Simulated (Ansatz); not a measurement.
Reactions of ClH₅N₂Si (`N[SiH](N)Cl`).

Isolated molecules relaxed with PBE0-D4/def2-TZVP in Ansatz; ΔE leaves out vibrations. CBS: MP2 limit from def2 TZ/QZ plus the TZ coupled-cluster correction, frozen cores. This one scheme is used for every species, atoms too. Open shells (•) are unrestricted, without spin–orbit coupling. One conformer a species, not always the lowest.

Order these by ΔE at CCSD(T)/CBS, lowest first. (Best estimate.)
A. `N[SiH](N)Cl` + H₂S → `N[SiH](N)S` + HCl
B. `N[SiH](N)Cl` → H• + `[NH][SiH](N)Cl`•
C. `N[SiH](N)Cl` + H₂ → `N[SiH2]N` + HCl
D. `N[SiH](N)Cl` + `N[SiH3]` → `N[SiH](Cl)N[SiH3]` + NH₃

D (-13.2 kJ/mol), A (+46.5 kJ/mol), C (+101.1 kJ/mol), B (+510.8 kJ/mol).

Largest T1 diagnostic: 0.012, for `[NH][SiH](N)Cl`•.
